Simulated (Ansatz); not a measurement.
Two isomers of C2H5BN2: A = `B1C=NCN1`, B = `NCB1C=N1`.

Isolated molecules relaxed with PBE0-D4/def2-TZVP in Ansatz; ΔE leaves out vibrations. CBS: MP2 limit from def2 TZ/QZ plus the TZ coupled-cluster correction, frozen cores. DFT in def2-TZVPP. B3LYP here is the variant with VWN-RPA as its local correlation; programs differ in this. One conformer a species, not always the lowest.

Which isomer does CCSD(T)/CBS put lower? Give the gap. (An estimate is asked.)

Computed: A, by 179.8 kJ/mol.

Give E(B) − E(A) in kJ/mol with CCSD(T)/def2-SVP, B3LYP, ωB97M-V, B3LYP-D4, r2SCAN-D4, HF/def2-TZVPP, BLYP-D4. (Estimate.)

Ansatz gave: CCSD(T)/def2-SVP 186.8, B3LYP 172.5, ωB97M-V 168.1, B3LYP-D4 176.9, r2SCAN-D4 179.3, HF/def2-TZVPP 156.3, BLYP-D4 178.4. None reverses the order clearly.

Does the order hold for the free energy at 298.15 K (harmonic terms from PBE0-D4)? (Best estimate.)

Ansatz gave: Yes: G(B) − G(A) = +167.3 kJ/mol, for one conformer each.

Largest T1 diagnostic: 0.015.

From r2SCAN to r2SCAN0 (25 % exact exchange), in def2-TZVPP and without D4, E(B) − E(A) moves by −3.0 kJ/mol. The D4 term adds +4.4 kJ/mol with B3LYP and +1.9 kJ/mol with PBE0; it sums over pairs of atoms, weighted by their polarisabilities, and B3LYP, whose exchange is more repulsive, gets the larger term.
